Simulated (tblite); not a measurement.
Species: C₄H₁₀O₂P₂.
Geometry (GFN2-xTB, Å), atoms numbered from 1 in this order:
```
atom  x, y, z in Å
O1     0.501   -0.557    1.742
P2     0.809   -0.216    0.343
P3     2.942   -0.266   -0.173
C4    -0.052   -1.281   -0.889
C5    -1.538   -0.936   -0.796
O6    -1.812    0.399   -1.142
C7    -1.343    1.333   -0.200
C8     0.182    1.436   -0.175
H9     3.226    0.445    0.989
H10    3.059   -1.487    0.484
H11    0.331   -1.084   -1.891
H12    0.109   -2.329   -0.631
H13   -1.888   -1.140    0.228
H14   -2.116   -1.543   -1.499
H15   -1.699    1.065    0.807
H16   -1.786    2.289   -0.492
H17    0.570    1.696   -1.160
H18    0.497    2.183    0.556
```

All values are computed: GFN2-xTB (tblite) harmonic vibrations without scaling, gas phase. This tight-binding method is rough: wavenumbers can miss measured ones by several per cent, in bad cases by 10 to 20. Modes of hydrogen on phosphorus can be 10 to 20 % off. One conformer, not necessarily the lowest.

Harmonic wavenumbers (cm⁻¹): 85.9, 88.6, 116.1, 182.3, 198.2, 238.8, 313.5, 323.3, 393.9, 400.4, 493.8, 579.7, 673.1, 678.6, 715.6, 735.9, 812.6, 843.7, 907.4, 942.1, 970.8, 998.2, 1039.4, 1084.6, 1102.8, 1129.3, 1129.5, 1174.2, 1222.3, 1246.7, 1257.6, 1290.0, 1329.3, 1341.8, 1404.3, 1409.9, 1451.2, 1459.1, 2281.7, 2333.3, 2867.6, 2868.6, 2957.4, 2958.4, 2967.4, 2969.0, 2980.2, 2985.1.

A = 2612, B = 990.5, C = 946.0 MHz; mass 152.016 u (most abundant isotopes); point group Cs, symmetry number 1.

Problem. What is the zero-point energy?

Solution. Half the sum of the wavenumbers: 29967 cm⁻¹ = 85.68 kcal/mol.

Problem. What is S at 273.15 K and 1 bar for an ideal gas of classical rigid rotors and harmonic oscillators?

Solution. Translation 40.56, rotation 29.00, vibration 22.84: S = 92.4 cal/(mol K).

Problem. And Cp and H(273.15 K) − H(0)?

Solution. Cp = 34.53 cal/(mol K), of which vibrations give 26.58 (their classical limit is 48 R = 95.4); H(273.15 K) − H(0) = 5.69 kcal/mol without the zero-point energy, 3.52 from vibrations.

Problem. Which modes carry the vibrational entropy at 273.15 K?

Solution. 85.9 cm⁻¹: 3.58; 88.6 cm⁻¹: 3.52; 116.1 cm⁻¹: 3.00; 182.3 cm⁻¹: 2.14; 198.2 cm⁻¹: 1.99; 238.8 cm⁻¹: 1.66 cal/(mol K); the other 42 give 6.95 together.

Problem. What must be added to the electronic energy to get the Gibbs energy at 273.15 K and 1 bar?

Solution. ZPE + [H(273.15 K) − H(0)] − T·S = 85.68 + 5.69 − 25.24 = 66.13 kcal/mol.

Problem. Blend soft modes into free rotors: weight 1/[1 + (100 cm⁻¹/ν̃)⁴] for the oscillator and the rest for a rotor with moment μB/(μ + B), μ = h/(8π²ν), B = 10⁻⁴⁴ kg m². What vibrational entropy results?

Solution. 21.92 cal/(mol K) in place of 22.84, which changes −T·S at 273.15 K by +0.25 kcal/mol.

Problem. How do the functions run with temperature in this model?

Solution. 
| T (K) | S (cal/(mol K)) | Cp (cal/(mol K)) | H − H(0) (kcal/mol) | G − H(0) (kcal/mol) | ln q(vib) |
| --- | --- | --- | --- | --- | --- |
| 100 | 67.7 | 17.5 | 1.20 | -5.58 | 1.08 |
| 200 | 82.9 | 27.2 | 3.43 | -13.14 | 3.30 |
| 300 | 95.8 | 37.3 | 6.65 | -22.08 | 5.65 |
| 500 | 119.3 | 55.3 | 16.01 | -43.62 | 10.48 |
| 800 | 149.3 | 72.2 | 35.37 | -84.06 | 17.57 |
| 1000 | 166.2 | 79.4 | 50.57 | -115.65 | 22.00 |

q(vib) and H(0) count from the zero-point level.

Hindered rotation and anharmonicity are outside this model. Other conformers, if any are populated, would add a mixing term that is left out.
